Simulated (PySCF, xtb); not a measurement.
hexafluorocyclobutene (C₄F₆), SMILES FC1=C(F)C(F)(F)C1(F)F.

GFN2-xTB in xtb at its own geometry gives an orbital gap of 4.78 eV and a dipole moment of 1.32 D.

Geometry optimised at PBE0-D3(BJ)/def2-SVP.

**Question.** What does HF/def2-SVP in PySCF give? (Estimate from the structure and the level; the computed values follow.)

**Answer.** gap 15.37 eV (levels -12.24 and 3.13 eV), dipole 1.34 D.
